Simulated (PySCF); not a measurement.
## Static response to an electric field

Species: C5H7BBrCl.
SMILES with atom numbers: `[CH2:1]=[C:2]([CH3:3])/[CH:4]=[C:5](/[Cl:6])[BH:7][Br:8]` (hydrogens: H9, H10 on C1; H11, H12, H13 on C3; H14 on C4; H15 on B7)

Cartesian coordinates in Å at the GFN2-xTB level; atoms count from 1:
```xyz
15
C5H7BBrCl angstrom
C     -1.6008    0.7572   -1.5507
C     -0.7604    0.3037   -0.6181
C     -1.2508   -0.4915    0.5538
C      0.6591    0.5874   -0.7403
C      1.6063    0.2263    0.1292
Cl     3.2614    0.7522   -0.1871
B      1.6758   -0.5924    1.4487
Br     1.5886   -2.4514    1.4284
H     -1.2563    1.3174   -2.4028
H     -2.6602    0.5771   -1.4936
H     -2.3208   -0.3546    0.6878
H     -1.0616   -1.5529    0.3959
H     -0.7415   -0.1852    1.4687
H      0.9386    1.1737   -1.6065
H      1.9183   -0.0590    2.4646
```

Level: B3LYP/def2-SVPD (PySCF), static field, nuclei fixed, core orbitals frozen in the response. The polarisability tensor in these axes (au):

```
x   143.06  -5.09  23.20
y    -5.09 105.28 -23.08
z    23.20 -23.08 107.24
```

Q: What are the eigenvalues, a third of the trace, and Δα (Δα² = ½Σ(αi − αj)² over the three pairs)?

A: Principal values 80.34, 116.28 and 158.96 au; mean 118.53 au = 17.56 Å³ = 19.54 × 10⁻⁴⁰ C²·m²/J; Δα = 68.17 au (58 % of the mean).

Q: What is the dipole moment, and where does it point?

A: (-1.95, 0.18, -0.25) D, 1.98 D in size, pointing from the negative to the positive side. Measured along this direction, the outermost atoms are Cl6 at the negative end and H10 at the positive end.

Q: In TDDFT the mean static polarisability is Σ f/ω² over all singlet excitations (ω in hartree). How much of it do the 8 lowest give? Their energies (eV) and oscillator strengths: 3.55, 0.0482; 4.57, 0.0041; 5.13, 0.4553; 5.48, 0.0765; 5.55, 0.0383; 5.84, 0.0191; 5.99, 0.0286; 6.05, 0.0795.

A: They add up to 21.20 au, 17.9 % of the 118.53 au; the largest single term is 12.80 au, from the state at 5.13 eV. Terms in order: 2.83, 0.14, 12.80, 1.89, 0.92, 0.41, 0.59, 1.61 au. Higher excitations give the rest. The strengths listed sum to 0.750.

Q: What would n − 1 = 2πNα be for an ideal gas of these molecules at 500 K and 1 atm, electronic part alone?

A: N = p/kT = 1.4678 × 10¹⁹ cm⁻³, so n − 1 = 2π × N × 17.56 × 10⁻²⁴ cm³ = 1620 × 10⁻⁶ at long wavelengths.

Q: Find the Langevin capture rate constant for H3+ (3.023 u) meeting this molecule (191.951 u), k = 2.342 × 10⁻⁹ cm³/s × √(α in Å³ / reduced mass in u).

A: The reduced mass is 2.98 u, so k = 5.69 × 10⁻⁹ cm³/s. The formula leaves out the permanent dipole, which adds to the capture rate.

Q: Orientational against electronic polarisability at 500 K (dilute gas, rigid molecules)?

A: In Gaussian units μ²/3kT = 18.86 Å³ against 17.56 Å³, a ratio of 1.07; the Debye molar polarisation (4π/3)N_A(α + μ²/3kT) is 91.9 cm³/mol, leaving out the vibrational part.

One conformer (not necessarily the lowest) at the GFN2-xTB geometry, without solvent, vibrations or thermal averaging. The calculation is non-relativistic, for bromine too.

These values come from a run that also computed excited states. Time: 67 s wall; peak memory 0.96 GiB. Hardware: one thread, Arm Neoverse V1 (aarch64), shared host with 32 logical CPUs at a one-minute load of 19.
